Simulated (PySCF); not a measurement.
**Relaxation of doublet SiF₃**

Method: PySCF, UPBE0, basis Si def2-TZVP, F def2-TZVP (no relativity, density fitting). A (50,194) grid was used.

A hand-made trigonal planar start, of D3h symmetry, held to at least that symmetry:

```xyz
4
charge 0 multiplicity 2, angstrom
Si    0.0000    0.0000    0.0000
F     1.8000    0.0000    0.0000
F    -0.9000    1.5588    0.0000
F    -0.9000   -1.5588    0.0000
```

Q: What does it relax to?

A: It ends at D3h with Si–F 1.597 Å (×3); F–Si–F 120.0° (×3). A frequency run shows 1 imaginary mode, down to 787i cm⁻¹, so it is a saddle point.

Q: How much energy is released, and in how many steps?

A: 124.1 kJ/mol in 5 steps.
